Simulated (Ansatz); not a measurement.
Two isomers of Ge3H14Si3: A = `[SiH3][GeH2][SiH2][GeH2][SiH2][GeH3]`, B = `[GeH3][SiH2][SiH2][SiH2][GeH2][GeH3]`.

Program: Ansatz. Geometries: PBE0-D4/def2-TZVP. ΔE: electronic, gas phase. CCSD(T)/CBS is the MP2 limit (def2-TZVPP, def2-QZVPP) plus CCSD(T) − MP2 in def2-TZVPP, frozen cores. DFT in def2-TZVPP. B3LYP here is the variant with VWN-RPA as its local correlation; programs differ in this. For Ge outer-core shells are correlated without core-valence functions, which leaves a few kJ/mol of doubt a bond. Scalar relativity is left out up to krypton. Each species was taken in one conformer, which may not be the lowest.

**Question.** Which is lower in electronic energy at CCSD(T)/CBS, and by how much? (An estimate is asked.)

**Answer.** The calculation gave: A, by 3.7 kcal/mol.

**Question.** Give E(B) − E(A) in kcal/mol with B3LYP-D4, HF/def2-TZVPP, ωB97M-V, MP2/def2-TZVPP, CCSD(T)/def2-TZVPP, PBE-D4, BLYP-D4. (Best estimate.)

**Answer.** Computed: B3LYP-D4 3.2, HF/def2-TZVPP 3.7, ωB97M-V 3.7, MP2/def2-TZVPP 4.0, CCSD(T)/def2-TZVPP 3.3, PBE-D4 2.2, BLYP-D4 3.1. None reverses the order clearly.

Largest T1 diagnostic: 0.013.

Leaving LDA and LC-ωPBE aside and taking each functional with its dispersion term where it has one, the values, not all of them listed here, spread over 2.6 kcal/mol, from B97M-V to ωB97M-V. At CCSD(T), def2-SVP lies −1.2 kcal/mol from the extrapolated value and def2-TZVPP −0.4 kcal/mol.
